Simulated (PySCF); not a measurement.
Species: C4H3Cl2FO2.
Atom-mapped SMILES: `[O:1]=[C:2]([OH:3])/[CH:4]=[CH:5]/[C:6]([F:7])([Cl:8])[Cl:9]` (hydrogens: H10 on O3; H11 on C4; H12 on C5)

Geometry (GFN2-xTB, Å), atoms numbered from 1 in this order:
```xyz
12
C4H3Cl2FO2 angstrom
O     -2.140   -1.019    0.690
C     -1.809   -0.107   -0.020
O     -2.677    0.661   -0.682
C     -0.410    0.312   -0.278
C      0.598   -0.334    0.299
C      2.027    0.012    0.104
F      2.203    1.060   -0.726
Cl     2.899   -1.385   -0.597
Cl     2.769    0.438    1.676
H     -3.589    0.378   -0.507
H     -0.276    1.151   -0.943
H      0.407   -1.169    0.959
```

Vertical excitations from PySCF (density fitting, frozen core in the response, grid level 2 and gas phase unless stated; continuum runs use non-equilibrium linear response for the excitations) on a GFN2-xTB geometry. Reference run:

```
                              settings    S1, eV (f)    S2, eV (f)    S3, eV (f)    S4, eV (f)    S5, eV (f)    S6, eV (f)  T1, eV (Tamm–Dancoff)  mean α (au)
PBE0/def2-SVPD, full TDDFT, 6 singlets  4.60 (0.000)  5.65 (0.151)  5.93 (0.213)  6.24 (0.008)  6.40 (0.042)  6.59 (0.003)                   3.67         88.6
```

Question: What do these settings give: KT2/6-31++G**, IEF-PCM tetrahydrofuran, energy threshold 1e-06 Eh, start guess vsap, full TDDFT, 25 singlets?

Answer: 
```
                                                                                                    settings    S1, eV (f)    S2, eV (f)    S3, eV (f)    S4, eV (f)    S5, eV (f)    S6, eV (f)  T1, eV (Tamm–Dancoff)  mean α (au)
KT2/6-31++G**, IEF-PCM tetrahydrofuran, energy threshold 1e-06 Eh, start guess vsap, full TDDFT, 25 singlets  4.09 (0.000)  4.81 (0.061)  5.10 (0.135)  5.19 (0.054)  5.45 (0.010)  5.53 (0.025)                      –        109.3
```

S1 moves by -0.51 eV; functional, basis and environment change together, so the shift can't be laid on one. States are counted by energy in each run and needn't keep their character from row to row.

All basis functions are spherical, in the Pople sets too. KT2 was designed for NMR shieldings or shifts; total energies of different functionals aren't comparable.

Question: Give the leading configurations of S1 (H = HOMO, L = LUMO) and the HOMO–LUMO gap of each run.

Answer: 
| settings | S1 configurations (weight) | S1 (eV) | orbital gap (eV) | S1 − gap (eV) |
| --- | --- | --- | --- | --- |
| PBE0/def2-SVPD, full TDDFT, 6 singlets | H→L 0.96 | 4.60 | 6.32 | -1.72 |
| KT2/6-31++G**, IEF-PCM tetrahydrofuran, energy threshold 1e-06 Eh, start guess vsap, full TDDFT, 25 singlets | H→L 1.00 | 4.09 | 4.02 | +0.07 |

The structure is a single GFN2-xTB conformer; no vibrational corrections.
